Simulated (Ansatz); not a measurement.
GeSe, closed-shell singlet (the spin of the measured ground state), most abundant isotopes (73.9212 and 79.9165 u). Constants from fifth-degree fits in 1/R to seven points on the lowest solution found; no spin–orbit coupling, no relativity up to Kr; ω_e x_e and α_e move by some per cent with the fit.

Correlated levels freeze the inner cores; with def2 sets outer-core shells near the valence are correlated too. CBS: X⁻³ extrapolation of the correlation energy, Hartree–Fock from the larger set.

Codes used: Ansatz (a first-principles code). Values without a source in brackets are computed.

At CCSD(T)/CBS(def2-TZVPP, def2-QZVPP): B₀ = 0.096639 cm⁻¹, fundamental 413 cm⁻¹.

Taking the state as ¹Σ, work out the ideal-gas entropy and heat capacity at 298.15 K and 1 bar (rigid rotor, harmonic oscillator at the fundamental, no nuclear spin).


Translation: S = R(1.5 ln M + 2.5 ln T − 1.1517) with M = 153.838 u gives 171.66 J/(mol K). Rotation: q = kT/(σhcB₀) = 2144.3 with σ = 1 and hc/k = 1.43878 cm K, S = R(ln q + 1) = 72.09. Vibration: u = hcν/kT = 1.991, S = R(u/(eᵘ − 1) − ln(1 − e⁻ᵘ)) = 3.84. Sum S° = 247.6 J/(mol K). C_p = 7R/2 + R u² eᵘ/(eᵘ − 1)² = 35.14 J/(mol K).
